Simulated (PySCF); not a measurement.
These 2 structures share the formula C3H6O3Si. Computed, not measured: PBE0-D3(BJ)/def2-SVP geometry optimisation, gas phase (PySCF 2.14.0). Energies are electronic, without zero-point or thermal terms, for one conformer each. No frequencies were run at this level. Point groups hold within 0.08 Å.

Problem. Order them by energy at this level, lowest first, and give relative energies in kcal/mol.
A. `[CH2:1]=[CH:2][O:3][SiH2:4][C:5](=[O:6])[OH:7]` with C1–C2–O3–Si4 156°, C2–O3–Si4–C5 47°, O3–Si4–C5–O6 -24°, Si4–C5–O7–H 178°
B. `[CH3:1][C:2](=[O:3])[O:4][SiH2:5][CH:6]=[O:7]` with C1–C2–O4–Si5 180°, C2–O4–Si5–C6 180°, O4–Si5–C6–O7 179°

Solution. B (0.0), A (8.4).

As drawn, the higher has an O–H bond and a C=C bond outside aromatic rings, which the lower lacks.

| SMILES | E (Eh) | E rel (kcal/mol) | dipole (D) | point group | A, B, C (MHz) |
| --- | --- | --- | --- | --- | --- |
| CC(=O)O[SiH2]C=O | -632.27972 | 0.0 | 3.07 | Cs | 7145, 996.9, 889.2 |
| C=CO[SiH2]C(=O)O | -632.26633 | 8.4 | 1.91 | C1 | 4820, 1214, 991.5 |

Problem. How do the relative energies change in single points at PBE0/pcSseg-1 (no added dispersion term) on the same geometries?

Solution. 
| SMILES | PBE0-D3(BJ)/def2-SVP (kcal/mol) | PBE0/pcSseg-1 (kcal/mol) | shift |
| --- | --- | --- | --- |
| CC(=O)O[SiH2]C=O | 0.0 | 0.0 | 0.0 |
| C=CO[SiH2]C(=O)O | 8.4 | 8.8 | +0.4 |

Each column counts from its own lowest isomer. The order is unchanged; the largest shift is 0.4 kcal/mol.
